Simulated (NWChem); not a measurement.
System: GeHSBr, singlet; SMILES [SH][Ge][Br]

```xyz
4

Ge     0.8053    -0.6245     0.0000
Br    -0.2266     1.4871     0.0000
S     -1.0880    -1.8165     0.0000
H     -0.4313    -3.0012     0.0000
```
Atoms are numbered in this order, from 1.

Low-valent species are run as closed-shell singlets; no triplet was tried in these runs. The geometry was optimised at PBE0/def2-SVP.

Symmetry labels are those of Cs in the frame above (b1 and b2, or b-type labels, depend on it).

Question: List the 4 lowest vertical singlet excitations from PBE0/def2-SVPD, TDA (NWChem).

Answer: 
| state | energy (eV) | oscillator strength | symmetry | leading excitation (squared amplitude) |
|---|---|---|---|---|
| S1 | 3.55 | 0.013 | a" | HOMO → LUMO (0.98) |
| S2 | 4.47 | 0.058 | a' | HOMO−1 → LUMO (0.89) |
| S3 | 4.61 | 0.006 | a" | HOMO−2 → LUMO (0.98) |
| S4 | 5.29 | 0.003 | a' | HOMO−3 → LUMO (0.76) |
